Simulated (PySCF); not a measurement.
# Computed records: CH$_{2}$BF

Calculation on a computer-drawn molecule: vertical ionisation energy to the stated ion spin, frozen-core CCSD(T) at the basis limit and cheaper methods, single-reference cases, UHF for radicals, no spin-orbit; all values are single points at the evaluated structure, the first of each entry, which is the reference or a displaced copy of it and isn't optimised; the reference structure only sets the zero of the energies above reference; triples share is (T) over the correlation energy. Program: PySCF 2.14.0.

```xyz
5
formula=CH2BF charge=0 multiplicity=1 ion_multiplicity=2 diffuse_functions=no basis=cc-pVnZ reference_is=the_Hartree-Fock_double-zeta_minimum best_is=HF_at_quadruple_zeta_+_MP2_correlation_extrapolated_from_triple_and_quadruple_zeta_+_CCSD(T)_minus_MP2_at_triple_zeta basis_step_is=the_size_of_the_change_from_the_same_recipe_one_zeta_lower
C     -0.2704    -1.0381    -1.1282
B     -0.5886    -0.0436    -2.0173
F     -1.0675     0.8667    -2.8865
H      0.8911    -1.1662    -1.0204
H     -0.9673    -1.5581    -0.5947
```

Reference structure:
```xyz
5
CH2BF
C     -0.2585    -1.0104    -1.1686
B     -0.6693    -0.0546    -2.0755
F     -1.0518     0.8355    -2.9198
H      0.7922    -1.2121    -1.0028
H     -0.9752    -1.5865    -0.5972
```

Drawn bonds:
```tsv
atom	other atom	order
1	2	2
2	3	1
1	4	1
1	5	1
```

Questions
1. Give the missing dipole magnitude CCSD unrelaxed at triple zeta for CH$_{2}$BF.
2. CH$_{2}$BF: dipole magnitude HF at triple zeta?
3. CH$_{2}$BF: total energy HF triple zeta?

Answers
1. 0.3198 debye
2. 0.3486 debye
3. -163.1907 hartree

Further results for CH$_{2}$BF:

```
ionisation energy best                    : 9.492 eV
ionisation energy basis step              : 0.04268 eV
energy above reference best               : 8.246 kcal/mol
energy above reference basis step         : 0.3608 kcal/mol
ionisation energy Koopmans at triple zeta : 9.324 eV
ionisation energy EOM CCSD at triple zeta : 9.411 eV
total energy CCSD(T) triple zeta          : -163.7320 hartree
total energy best                         : -163.8130 hartree
T1 diagnostic at triple zeta              : 0.01423
D1 diagnostic at triple zeta              : 0.03985
ion T1 diagnostic at triple zeta          : 0.01709
ion D1 diagnostic at triple zeta          : 0.0528
ion spin squared at triple zeta           : 0.7569
triples share at triple zeta              : 0.03655
basis functions triple zeta               : 118
dipole magnitude PBE at triple zeta       : 0.3253 debye
dipole magnitude r2SCAN at triple zeta    : 0.3404 debye
dipole magnitude B3LYP at triple zeta     : 0.32 debye
dipole magnitude wB97X at triple zeta     : 0.3662 debye
```

Triple zeta:
```tsv
method	ionisation energy (eV)	energy above reference (kcal/mol)
HF	8.017	10.07
PBE	9.31	7.455
r2SCAN	9.178	8.282
B3LYP	9.357	8.198
wB97X	9.261	8.231
MP2	9.33	8.179
CCSD	9.247	8.41
CCSD(T)	9.335	8.108
```
